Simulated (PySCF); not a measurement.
**Working out the ionisation energy of Fe**

Fe [Ar] 3d6 4s2 (5D) → Fe⁺ [Ar] 3d6 4s1 (6D). Calculation: PySCF 2.14, in aug-cc-pVDZ; no relativity, point nucleus. Frozen: [Ar]. Energies in hartree (1 hartree = 27.21139 eV):

```json
{"part": "UHF", "Fe (lower)": "-1262.451471", "Fe⁺ (upper)": "-1262.217411"}
{"part": "MP2 opposite-spin", "Fe (lower)": "-0.082738", "Fe⁺ (upper)": "-0.046469"}
{"part": "MP2 same-spin", "Fe (lower)": "-0.074018", "Fe⁺ (upper)": "-0.072640"}
```

**Question.** What does Hartree-Fock give?

**Answer.** (-1262.217411) − (-1262.451471) = 0.234060 hartree = 6.369 eV.

**Question.** What do MP2 and SCS-MP2 (6/5 opposite-spin, 1/3 same-spin) give?

**Answer.** The opposite-spin parts differ by 0.987 eV and the same-spin parts by 0.037 eV. MP2: 6.369 + (0.987) + (0.037) = 7.393 eV. SCS-MP2: 6.369 + 1.2 × (0.987) + (0.037)/3 = 7.566 eV.

Measured between the centres of the two terms (NIST): 7.904 eV, so MP2 (valence) is off by -0.511 eV.

The calculation is non-relativistic.

A double-zeta basis recovers only part of the correlation energy.

What remains against the reference includes basis incompleteness, the frozen core and correlation beyond second order.
